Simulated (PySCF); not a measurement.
C4H5NS2, SMILES Cc1ncsc1S. The structure is a stationary point at PBE-D3(BJ)/def2-SVP. The values are those of a single conformer.

Computed equilibrium geometry at PBE-D3(BJ)/def2-SVP (PySCF confirms it by a frequency run) as a Z-matrix (one conformer of several):
```
C
N 1 1.3772
C 2 1.3097 1 111.60
C 1 1.3957 2 114.63 3 -0.24
H 3 1.1010 2 124.00 1 179.14
C 1 1.4964 2 119.84 3 179.96
H 6 1.1055 1 110.92 2 176.92
H 6 1.1089 7 109.38 1 121.77
H 6 1.1094 7 108.93 8 116.46
S 3 1.7425 5 120.53 2 179.61
S 4 1.7643 1 128.01 2 175.77
H 11 1.3677 4 97.66 1 104.09
```
Charge 0, spin multiplicity 1.
